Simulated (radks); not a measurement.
Q: Method: scalar-relativistic Kohn-Sham, LDA (Slater exchange, Perdew-Wang correlation), spin-polarised, spherical densities, finite nucleus; open shells are filled with parallel spins first (spin-orbit coupling, left out, can overturn this in heavy ions); Fermi nuclear charge, rms radius of each element as measured or else 0.836 A^(1/3) + 0.57 fm; computed with a radial shooting solver on a logarithmic mesh with Libxc functionals. Response by self-consistent Sternheimer equations with the Hartree and adiabatic LDA kernel, the relativistic mass of each level held fixed and spin-orbit coupling left out. For heavy and open-shell atoms this level of theory can miss by tens of per cent. Rank Kr+, Ga+, In+, Co3+, Bi, H (NIST ground configurations) by static dipole polarisability, largest first.

A: Bi 54.92, In+ 22.77, Ga+ 16.70, Kr+ 10.92, H 6.060, Co3+ 1.879 bohr^3.
